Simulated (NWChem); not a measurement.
System: Si2H5SF; SMILES S([SiH3])[SiH2]F

Parts of the log:

```
             Northwest Computational Chemistry Package (NWChem) 7.3.0
             --------------------------------------------------------

 C1  symmetry detected

                             Geometry "geometry" -> ""
                             -------------------------

 Output coordinates in angstroms (scale by  1.889725989 to convert to a.u.)

  No.       Tag          Charge          X              Y              Z
 ---- ---------------- ---------- -------------- -------------- --------------
    1 Si                  14.0000     0.64173252    -1.80324694     0.10247075
    2 S                   16.0000    -1.02738853    -0.48700157    -0.25945583
    3 Si                  14.0000    -0.30626861     1.43989602     0.30083872
    4 F                    9.0000     1.12906543     1.68471760    -0.38377588
    5 H                    1.0000     1.75084649    -1.39727397    -0.74827118
    6 H                    1.0000     0.99214123    -1.70319932     1.51497039
    7 H                    1.0000     0.08793349    -3.09742228    -0.25360703
    8 H                    1.0000    -0.03123523     1.51733117     1.72128753
    9 H                    1.0000    -1.21955308     2.39704397    -0.27543607

 Effective nuclear repulsion energy (a.u.)     284.7215835442

                                Z-matrix (autoz)
                                --------

 Units are Angstrom for bonds and degrees for angles

[...]

      ----------------------
      Optimization converged
      ----------------------

  Step       Energy      Delta E   Gmax     Grms     Xrms     Xmax
  ---- ---------------- -------- -------- -------- -------- --------
@   17   -1079.25311355  3.0D-08  0.00001  0.00000  0.00050  0.00106
                                     ok       ok       ok       ok

                                Z-matrix (autoz)
                                --------

 Units are Angstrom for bonds and degrees for angles

[...]

 Rotational Constants
 --------------------
 A=   0.178732 cm-1  (  0.257149 K)
 B=   0.068635 cm-1  (  0.098748 K)
 C=   0.055229 cm-1  (  0.079460 K)

 Temperature                      =   298.15K
 frequency scaling parameter      =   1.0000

 Zero-Point correction to Energy  =   29.976 kcal/mol  (  0.047770 au)
 Thermal correction to Energy     =   34.316 kcal/mol  (  0.054687 au)
 Thermal correction to Enthalpy   =   34.909 kcal/mol  (  0.055631 au)

 Total Entropy                    =   85.205 cal/mol-K
   - Translational                =   40.037 cal/mol-K (mol. weight = 111.9635)
   - Rotational                   =   27.256 cal/mol-K (symmetry #  =        1)
   - Vibrational                  =   17.913 cal/mol-K

 Cv (constant volume heat capacity) =   22.578 cal/mol-K
   - Translational                  =    2.979 cal/mol-K
   - Rotational                     =    2.979 cal/mol-K
   - Vibrational                    =   16.619 cal/mol-K

[normal modes left out]

 ----------------------------------------------------------------------------
 Normal Eigenvalue ||           Projected Infra Red Intensities
  Mode   [cm**-1]  || [atomic units] [(debye/angs)**2] [(KM/mol)] [arbitrary]
 ------ ---------- || -------------- ----------------- ---------- -----------
    1       -0.000 ||    0.000113           0.003         0.110       0.020
    2       -0.000 ||    0.000305           0.007         0.297       0.053
    3        0.000 ||    0.000361           0.008         0.352       0.063
    4        0.000 ||    0.000000           0.000         0.000       0.000
    5        0.000 ||    0.000026           0.001         0.025       0.005
    6        0.000 ||    0.000009           0.000         0.008       0.002
    7       30.837 ||    0.002484           0.057         2.422       0.433
    8       75.801 ||    0.000520           0.012         0.507       0.091
    9      133.443 ||    0.000989           0.023         0.964       0.172
   10      252.277 ||    0.009452           0.218         9.215       1.646
   11      488.782 ||    0.010206           0.235         9.949       1.777
   12      529.901 ||    0.095966           2.214        93.553      16.711
   13      592.220 ||    0.062451           1.441        60.881      10.875
   14      626.359 ||    0.021447           0.495        20.908       3.735
   15      660.013 ||    0.027690           0.639        26.994       4.822
   16      739.427 ||    0.016591           0.383        16.174       2.889
   17      869.193 ||    0.029166           0.673        28.432       5.079
   18      891.825 ||    0.437827          10.101       426.815      76.241
   19      924.769 ||    0.041716           0.962        40.667       7.264
   20      943.616 ||    0.041502           0.957        40.458       7.227
   21      947.825 ||    0.071119           1.641        69.331      12.384
   22      956.346 ||    0.253763           5.855       247.381      44.189
   23     2235.924 ||    0.051444           1.187        50.150       8.958
   24     2257.018 ||    0.086340           1.992        84.168      15.035
   25     2264.616 ||    0.087751           2.024        85.544      15.281
   26     2269.600 ||    0.088801           2.049        86.568      15.463
   27     2288.680 ||    0.112478           2.595       109.649      19.586
 ----------------------------------------------------------------------------
```

Level: PBE0/def2-SVP. 

### Question
Reconstruct the input file.

### Answer
This is not unique; one that fits is the input that was run:
```
start job
memory heap 200 mb stack 900 mb global 1100 mb
geometry units angstroms
  Si    -1.920986     0.341389    -0.058263
  S     -0.193609    -0.482947    -1.051287
  Si     1.455547     0.190008     0.121016
  F      1.151947    -0.102026     1.673872
  H     -1.988374    -0.200976     1.290814
  H     -1.776183     1.792820    -0.040065
  H     -3.004250    -0.109247    -0.913740
  H      1.603901     1.630045     0.061025
  H      2.580410    -0.632854    -0.253009
end
basis spherical
  * library def2-svp
end
dft
  xc pbe0
  iterations 150
end
driver
  maxiter 120
end
task dft optimize
task dft freq
```
